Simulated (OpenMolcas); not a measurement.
# Lines of Sn I: computed and rescaled rates

```json
{"Program": "OpenMolcas", "Method": "CASSCF", "Basis": "ANO-RCC-VTZP [7s6p4d2f1g]", "Scalar Hamiltonian": "DKH3, point nucleus", "Active space": "4 electrons in 8 orbitals (5s 5p 6s 6p)", "State averaging": "2S+1 = 3 even, 3 roots; 2S+1 = 1 even, 6 roots; 2S+1 = 5 odd, 1 root; 2S+1 = 3 odd, 5 roots (0 in the spin-orbit step)", "Spin-orbit coupling": "state interaction with AMFI integrals over the reference wave functions, term energies averaged over their components"}
```

Rates come from the transition moments of the reference wave functions (E1 and E2 in the length form). At fixed line strength A goes as λ^-3 for E1 and M1 and as λ^-5 for E2, so a rate at the computed wavelength can be rescaled to the measured one. Measured vacuum wavelengths follow from level energies in NIST Handbook of Basic Atomic Spectroscopic Data. Branching counts decays inside the model space alone, at computed energies, and the table is only a selection of the E2 and M1 lines, drawn from those between levels with measured partners whose computed energy lies within a factor of 1.5 of the measured one.

| Upper | Lower | Type | λ computed (nm) | λ measured (nm) | A computed (s-1) | A rescaled (s-1) | Branching % |
| --- | --- | --- | --- | --- | --- | --- | --- |
| 5s2 5p2 1S0 | 5s2 5p2 3P1 | M1 | 672.9 | 646.4 | 4.84e+00 |  | 91.0 |
| 5s2 5p2 1D2 | 5s2 5p2 3P2 | M1 | 1439 | 1929 | 4.73e-01 |  | 59.3 |
| 5s2 5p2 1S0 | 5s2 5p2 1D2 | E2 | 1580 | 1170 | 3.14e-01 | 1.41e+00 | 5.9 |
| 5s2 5p2 1D2 | 5s2 5p2 3P1 | M1 | 1172 | 1445 | 3.03e-01 |  | 38.0 |
| 5s2 5p2 1S0 | 5s2 5p2 3P2 | E2 | 753.2 | 728.1 | 1.66e-01 |  | 3.1 |
| 5s2 5p2 3P2 | 5s2 5p2 3P1 | M1 | 6309 | 5761 | 5.20e-02 | 6.83e-02 | 99.3 |
| 5s2 5p2 3P1 | 5s2 5p2 3P0 | M1 | 7358 | 5911 | 4.41e-02 | 8.51e-02 | 100.0 |
| 5s2 5p2 1D2 | 5s2 5p2 3P2 | E2 | 1439 | 1929 | 1.32e-02 |  | 1.7 |
| 5s2 5p2 1D2 | 5s2 5p2 3P1 | E2 | 1172 | 1445 | 5.02e-03 |  | 0.6 |
| 5s2 5p2 3P2 | 5s2 5p2 3P0 | E2 | 3397 | 2917 | 3.26e-04 | 6.98e-04 | 0.6 |

Spin-changing lines and M1 lines between different terms are not rescaled, since their strength hangs on the term gaps too.

The largest correction is for 5s2 5p2 1S0 → 5s2 5p2 1D2 (E2): 3.14e-01 × (1580 / 1170)^5 = 1.41e+00 s-1, a factor of 4.49.

No measured rate stands beside these. Rescaling mends the energy factor alone: line strengths can still be far off where a level mixes with configurations outside the active space, and weak or spin-changing lines hang on small mixing coefficients that depend on the term gaps too, so rescaling need not improve them.

Some high roots are left out of the spin-orbit mixing, which shifts the levels that they would mix with. Active for correlation alone: 6p 6s; no level in the range computed is led by a configuration that fills them, so any true level of that kind is missing. Computed and measured levels are paired by configuration, term and J; levels that our copy of the source lacks, or whose pairing is in doubt (as where it misses far off the trend of its configuration), stay unpaired. Only configurations of the active space appear.
